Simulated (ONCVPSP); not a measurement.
## Pseudopotential generation for tin: ONCV, LDA (Perdew-Wang 92), fully relativistic.

| Item | Value |
| --- | --- |
| Element | tin |
| Generator | ONCVPSP 4.0.1 |
| Type | optimised norm-conserving Vanderbilt (ONCV) |
| Functional | LDA (Perdew-Wang 92) |
| Relativity | fully relativistic |
| Frozen core | [Kr] 4d10 |
| Valence charge | 4 |
| Reference configuration | 5s2 5p2 |
| Partial waves | 5s: rc 1.90 bohr, ncon 5, nbas 8, qcut 4.2 1/bohr, 3 projectors, debl 3.6 Ha; 5p: rc 2.80 bohr, ncon 3, nbas 7, qcut 3.3 1/bohr, 2 projectors, debl 1.6 Ha |
| Local potential | polynomial inside 1.35 bohr (lpopt 5, dvloc0 1 Ha) |
| Core correction | polynomial model core, fcfact 0.75 |

Open shells are filled in proportion to 2j + 1.

Poles of the logarithmic derivatives, all-electron (AE) and pseudo (PS). s: poles at 2.2 (AE) and 2.2 (PS) Ha. p3/2: poles at 0.6, 4.2 (AE) and 0.6, 2.0, 4.3 (PS) Ha. p1/2: poles at 0.5, 4.0 (AE) and 0.5, 2.2, 4.2 (PS) Ha. Test radii: s 1.92, p3/2 2.84, p1/2 2.84 bohr.

- Cutoffs needed: 21 Ha and 43 Ha (the cutoffs (Ha) at which the residual kinetic energy of the hardest occupied pseudo-wave falls to 1 and 0.1 mHa per electron)
- Ghost test: ghosts flagged at negative energy: s at -191.0 eV; GHOST(+) flagged for p3/2 at 55.5 eV, p1/2 at 59.9 eV; a true bound ghost makes a file unfit for plane-wave use
- Largest excitation error: -392 meV (all-electron minus pseudo) for 5s1 5p0, out of 4 test configurations
- rms error of d²Exc/dni dnj: 10.17 mHa without and 1.56 mHa with the model core
